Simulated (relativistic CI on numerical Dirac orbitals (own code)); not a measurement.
## Level scheme of La20+

Computed by Dirac-Coulomb-Breit CI, KLI orbitals optimised for each configuration, model QED (radiative potential, 1s self-energy scaled to tabulated hydrogen-like ionisation energies), unscaled Slater integrals (own radial code, finite nucleus).

Configuration list (outside the closed core [Ar] 3d10): 4s2 4p6 4d, 4s2 4p5 4d2, 4s2 4p6 4f, 4s 4p6 4d2, 4s2 4p5 4d 4f, 4s2 4p6 5s, 4s 4p6 4d 4f, 4s2 4p6 5p, 4s2 4p6 5d, 4s2 4p5 4d 5s, 4s2 4p6 5f, 4s2 4p5 4d 5p, 4s2 4p6 5g, 4s2 4p6 6s, 4s2 4p6 6p, 4s 4p6 4f 5s, 4s 4p6 4d 5s, 4s2 4p5 4d 5d, 4p6 4d2 4f, 4s2 4p6 6d, 4p6 4d3, 4p5 4d4, 4p5 4d3 4f, 4p6 4d 4f2, 4p5 4d2 4f2, 4p6 4f3, 4p5 4d 4f3, 4p6 4f2 5s, 4s 4p6 4f2, 4s 4p5 4f3. Double excitations out of closed p, d and f shells are left out; levels of such configurations are missing from the list, as are those of other unlisted configurations, and high levels can miss mixing partners. These lack a partner that the ground configuration has and come out too high: 4s2 4p5 4d 5s, 4s2 4p5 4d 5p, 4s2 4p5 4d 5d, 4s2 4p6 5p, 4s2 4p6 5d.

The lowest level is 4s2 4p6 4d 2D_3/2, with 99 % of that term; Hund's rules for 4s2 4p6 4d give 2D with J = 3/2, in agreement.

| No. | Configuration | Term | J | E (eV) | % | Next component (%) | Lifetime (s) |
| --- | --- | --- | --- | --- | --- | --- | --- |
| 1 | 4s2 4p6 4d | 2D | 3/2 | 0.000 | 99 | 1 4s2 4p5 4d 4f 2D |  |
| 2 | 4s2 4p6 4d | 2D | 5/2 | 4.044 | 99 | 1 4s2 4p5 4d 4f 2D | 2.68e-03 |
| 3 | 4s2 4p5 4d2 | 4D° | 1/2 | 90.157 | 94 | 5 2P° | 6.28e-08 |
| 4 | 4s2 4p5 4d2 | 4D° | 3/2 | 90.730 | 72 | 14 4F° | 1.79e-07 |
| 5 | 4s2 4p5 4d2 | 4D° | 5/2 | 92.504 | 53 | 33 4F° | 5.43e-08 |
| 6 | 4s2 4p5 4d2 | 4G° | 7/2 | 94.279 | 43 | 28 4F° | 1.91e-08 |
| 7 | 4s2 4p5 4d2 | 2F° | 5/2 | 94.535 | 27 | 23 4P° | 4.03e-09 |
| 8 | 4s2 4p5 4d2 | 4D° | 7/2 | 95.455 | 60 | 21 2F° | 3.81e-08 |
| 9 | 4s2 4p5 4d2 | 4G° | 9/2 | 95.851 | 75 | 15 4F° | 1.31e-02 |
| 10 | 4s2 4p5 4d2 | 4G° | 11/2 | 97.134 | 88 | 12 2H° | 4.27e-02 |
| 11 | 4s2 4p5 4d2 | 4P° | 5/2 | 97.385 | 52 | 27 2F° | 2.24e-08 |
| 12 | 4s2 4p5 4d2 | 4P° | 3/2 | 97.447 | 46 | 22 2P° | 4.18e-09 |
| 13 | 4s2 4p5 4d2 | 2D° | 3/2 | 97.593 | 41 | 23 4F° | 2.38e-10 |
| 14 | 4s2 4p5 4d2 | 2G° | 7/2 | 99.540 | 49 | 26 2F° | 1.09e-07 |
| 15 | 4s2 4p5 4d2 | 4P° | 1/2 | 100.151 | 49 | 26 2P° | 1.71e-08 |
| 16 | 4s2 4p5 4d2 | 2D° | 5/2 | 101.335 | 54 | 17 2F° | 2.70e-10 |
| 17 | 4s2 4p5 4d2 | 2F° | 7/2 | 101.498 | 64 | 16 4D° | 1.94e-10 |
| 18 | 4s2 4p5 4d2 | 4F° | 9/2 | 101.872 | 62 | 33 2G° | 6.52e-04 |
| 19 | 4s2 4p5 4d2 | 2H° | 11/2 | 102.128 | 88 | 12 4G° | 1.92e-03 |
| 20 | 4s2 4p5 4d2 | 2F° | 5/2 | 102.553 | 28 | 23 2D° | 1.03e-10 |
| 21 | 4s2 4p5 4d2 | 2P° | 3/2 | 102.940 | 24 | 22 2D° | 3.04e-10 |
| 22 | 4s2 4p5 4d2 | 4D° | 7/2 | 102.948 | 44 | 30 2F° | 1.84e-10 |
| 23 | 4s2 4p5 4d2 | 2P° | 1/2 | 105.241 | 67 | 19 4P° | 2.42e-10 |
| 24 | 4s2 4p5 4d2 | 2F° | 5/2 | 105.248 | 26 | 24 4D° | 3.23e-11 |
| 25 | 4s2 4p5 4d2 | 2G° | 9/2 | 105.954 | 58 | 39 2H° | 7.77e-04 |
| 26 | 4s2 4p5 4d2 | 2D° | 3/2 | 107.428 | 39 | 27 4F° | 2.02e-11 |
| 27 | 4s2 4p5 4d2 | 2F° | 7/2 | 110.385 | 32 | 29 4D° | 6.27e-11 |
| 28 | 4s2 4p5 4d2 | 4G° | 5/2 | 112.203 | 32 | 24 4F° | 3.16e-11 |
| 29 | 4s2 4p5 4d2 | 2P° | 3/2 | 112.454 | 49 | 30 2D° | 2.67e-10 |
| 30 | 4s2 4p5 4d2 | 4D° | 1/2 | 113.078 | 55 | 25 2P° | 1.03e-11 |
| 31 | 4s2 4p5 4d2 | 2F° | 5/2 | 114.071 | 28 | 22 4s2 4p6 4f 2F° | 3.19e-11 |
| 32 | 4s2 4p5 4d2 | 2P° | 3/2 | 115.492 | 38 | 33 4S° | 1.27e-11 |
| 33 | 4s2 4p5 4d2 | 4G° | 7/2 | 117.998 | 35 | 30 2G° | 4.71e-10 |
| 34 | 4s2 4p6 4f | 2F° | 7/2 | 118.813 | 49 | 20 4s2 4p5 4d2 2G° | 5.31e-11 |
| 35 | 4s2 4p5 4d2 | 2F° | 5/2 | 120.417 | 36 | 33 2D° | 3.45e-11 |
| 36 | 4s2 4p5 4d2 | 4D° | 3/2 | 120.712 | 37 | 34 2D° | 2.11e-10 |
| 37 | 4s2 4p5 4d2 | 2G° | 9/2 | 121.041 | 49 | 24 2H° | 1.15e-05 |
| 38 | 4s2 4p5 4d2 | 2S° | 1/2 | 121.352 | 47 | 28 4P° | 9.86e-10 |
| 39 | 4s2 4p5 4d2 | 2G° | 7/2 | 123.833 | 34 | 32 2F° | 6.83e-11 |
| 40 | 4s2 4p5 4d2 | 2P° | 3/2 | 125.879 | 32 | 22 2D° | 3.47e-10 |
| 41 | 4s2 4p5 4d2 | 2G° | 9/2 | 126.320 | 50 | 35 2H° | 1.02e-05 |
| 42 | 4s2 4p5 4d2 | 2D° | 5/2 | 127.449 | 42 | 34 2F° | 1.08e-09 |
| 43 | 4s2 4p5 4d2 | 2P° | 1/2 | 132.515 | 78 | 15 4D° | 3.46e-12 |
| 44 | 4s2 4p5 4d2 | 2F° | 5/2 | 134.819 | 46 | 45 4s2 4p6 4f 2F° | 8.02e-13 |
| 45 | 4s2 4p5 4d2 | 2P° | 1/2 | 136.215 | 99 | 1 4D° | 1.29e-12 |
| 46 | 4s2 4p5 4d2 | 2D° | 3/2 | 140.282 | 71 | 25 2P° | 6.48e-13 |
| 47 | 4s2 4p5 4d2 | 2P° | 3/2 | 141.128 | 66 | 24 2D° | 8.06e-13 |
| 48 | 4s2 4p5 4d2 | 2D° | 5/2 | 141.906 | 83 | 9 2F° | 6.54e-13 |
| 49 | 4s2 4p5 4d2 | 2F° | 7/2 | 142.586 | 66 | 26 4s2 4p6 4f 2F° | 7.58e-13 |
| 50 | 4s2 4p6 5s | 2S | 1/2 | 173.068 | 99 | 1 4s2 4p5 4d 5p 2S | 8.45e-09 |
| 51 | 4s 4p6 4d2 | 4F | 3/2 | 175.229 | 83 | 11 4s2 4p5 4d 4f 4F | 1.20e-11 |
| 52 | 4s 4p6 4d2 | 4F | 5/2 | 176.797 | 83 | 11 4s2 4p5 4d 4f 4F | 1.12e-11 |
| 53 | 4s 4p6 4d2 | 4F | 7/2 | 179.138 | 88 | 11 4s2 4p5 4d 4f 4F | 1.06e-11 |
| 54 | 4s 4p6 4d2 | 4P | 1/2 | 180.356 | 83 | 12 4s2 4p5 4d 4f 4P | 1.24e-11 |
| 55 | 4s 4p6 4d2 | 4F | 9/2 | 181.533 | 85 | 10 4s2 4p5 4d 4f 4F | 9.92e-12 |
| 56 | 4s 4p6 4d2 | 4P | 3/2 | 181.852 | 85 | 12 4s2 4p5 4d 4f 4P | 1.21e-11 |
| 57 | 4s 4p6 4d2 | 4P | 5/2 | 182.326 | 70 | 15 2D | 1.12e-11 |
| 58 | 4s 4p6 4d2 | 2D | 3/2 | 187.255 | 78 | 9 4s2 4p5 4d 4f 2D | 1.05e-11 |
| 59 | 4s 4p6 4d2 | 2D | 5/2 | 187.946 | 57 | 16 4P | 9.25e-12 |
| 60 | 4s 4p6 4d2 | 2G | 7/2 | 188.803 | 85 | 9 4s2 4p5 4d 4f 2G | 8.84e-12 |
| 61 | 4s 4p6 4d2 | 2G | 9/2 | 189.807 | 87 | 8 4s2 4p5 4d 4f 2G | 7.56e-12 |
| 62 | 4s 4p6 4d2 | 2F | 5/2 | 192.316 | 77 | 13 2D | 6.90e-12 |
| 63 | 4s 4p6 4d2 | 2P | 1/2 | 193.794 | 53 | 34 2S | 8.28e-12 |
| 64 | 4s 4p6 4d2 | 2F | 7/2 | 195.767 | 85 | 7 4s2 4p5 4d 4f 2F | 7.01e-12 |
| 65 | 4s 4p6 4d2 | 2P | 3/2 | 197.838 | 87 | 6 4s2 4p5 4d 4f 2P | 7.23e-12 |
| 66 | 4s 4p6 4d2 | 2S | 1/2 | 198.300 | 51 | 38 2P | 8.62e-12 |
| 67 | 4s2 4p6 5p | 2P° | 1/2 | 198.498 | 99 | 1 4s2 4p5 4d 5s 2P° | 2.71e-12 |
| 68 | 4s2 4p5 4d 4f | 4G | 5/2 | 203.053 | 97 | 2 2F | 1.08e-10 |
| 69 | 4s2 4p5 4d 4f | 4G | 7/2 | 205.145 | 89 | 7 4H | 5.85e-11 |
| 70 | 4s2 4p6 5p | 2P° | 3/2 | 206.278 | 99 | 1 4s2 4p5 4d 5s 2P° | 3.05e-12 |

Energies count from the lowest computed level; ° marks odd parity; lifetimes are radiative, by E1, M1, E2, M2, E3 decay to levels of this space only.

The mean weight of the leading LS term, summed over parents, in these 70 levels is 63 %, and that of the leading jj configuration (from the same eigenvectors) 68 %.

At this charge energies of transitions that change n are usually good to better than 1 %, and those within a shell (Δn = 0) to a few per cent.

LS names give the leading component of a level, which can be under half, so a name can repeat, a term be missing and a line seem to break the LS rules.
